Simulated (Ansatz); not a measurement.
System: BH2S, charge 0, doublet. BH2S (SMILES [BH]S, doublet).
B3LYP-D3(BJ)/def2-TZVP minimum from Ansatz (a program for electronic structure):
```
B
H 1 1.1826
S 1 1.7362 2 133.59
H 3 1.3607 1 102.42 2 0.00
```
Charge 0, spin multiplicity 2.

Atomisation energy term by term, kcal/mol (programs: Ansatz). Open shells are spin-unrestricted; no spin-orbit coupling. Cores are frozen in correlated methods. Rows without X2C or -DK are non-relativistic. CBS(X,Y): correlation extrapolated as X^-3, Hartree-Fock from the larger set (Q,5: extrapolated as (X+1)exp(-9√X)). A bracket is a step between two methods taken in the basis named. 'core' is core correlation in cc-pwCVTZ (1s frozen past Ne), 'X2C' scalar relativity in cc-pVTZ-DK, both at CCSD(T). Where a partner has so few electrons that a lower coupled-cluster level is exact, that level stands in.

| term | basis | kcal/mol |
|---|---|---|
| Hartree-Fock | CBS(cc-pV(Q+d)Z,cc-pV(5+d)Z) | 202.07 |
| CCSD correlation | CBS(cc-pV(Q+d)Z,cc-pV(5+d)Z) | 57.83 |
| (T) | CBS(cc-pV(Q+d)Z,cc-pV(5+d)Z) | 4.73 |
| CCSDT(Q) - CCSD(T) | cc-pV(T+d)Z | 0.32 |
| CCSDTQ - CCSDT(Q) | cc-pV(D+d)Z | -0.02 |
| core correlation | cc-pwCVTZ | 1.34 |
| scalar relativity | X2C, cc-pVTZ-DK | -0.43 |
| sum: De |  | 265.8 |

The step beyond CCSD(T) by other levels: CCSDTQ in cc-pV(D+d)Z 0.43; CCSDT(Q) in cc-pV(D+d)Z 0.45 kcal/mol.
